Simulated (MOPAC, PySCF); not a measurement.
C₃H₁₀Si, SMILES `C[SiH](C)C`, neutral singlet in the gas phase. 

Z-matrix (Å, degrees):
```
Si
H 1 1.4890
C 1 1.8781 2 108.69
H 3 1.0921 1 111.24 2 60.10
H 3 1.0921 4 107.80 1 122.21
H 3 1.0929 4 107.78 5 116.09
C 1 1.8781 2 108.69 3 -120.00
H 7 1.0921 1 111.24 2 -60.10
H 7 1.0921 8 107.80 1 -122.21
H 7 1.0929 8 107.78 9 -116.09
C 1 1.8781 2 108.69 3 120.00
H 11 1.0921 1 111.24 2 60.10
H 11 1.0921 12 107.80 1 122.21
H 11 1.0929 12 107.78 13 116.09
```
Charge 0, spin multiplicity 1.

All levels are single points at this geometry (B3LYP-D3(BJ)/def2-TZVP); Pople sets use spherical d functions. Orbital energies aren't observables, and empty levels follow the basis.

```csv
level,HOMO (eV),LUMO (eV),gap (eV),dipole (D),"vertical IE, Delta-SCF (eV)"
B3LYP-D3(BJ)/def2-TZVP in PySCF,-8.32,0.76,9.08,0.55,–
PBE-D3(BJ)/def2-TZVP in PySCF,-7.22,0.34,7.55,0.59,–
B3LYP/6-31G* in PySCF,-8.09,2.21,10.31,0.62,10.37
SVWN5/6-31G* in PySCF,-7.03,1.41,8.44,0.70,–
HF/3-21G in PySCF,-11.62,6.23,17.85,0.53,–
AM1 in MOPAC,-11.08,1.73,12.81,0.27,–
```
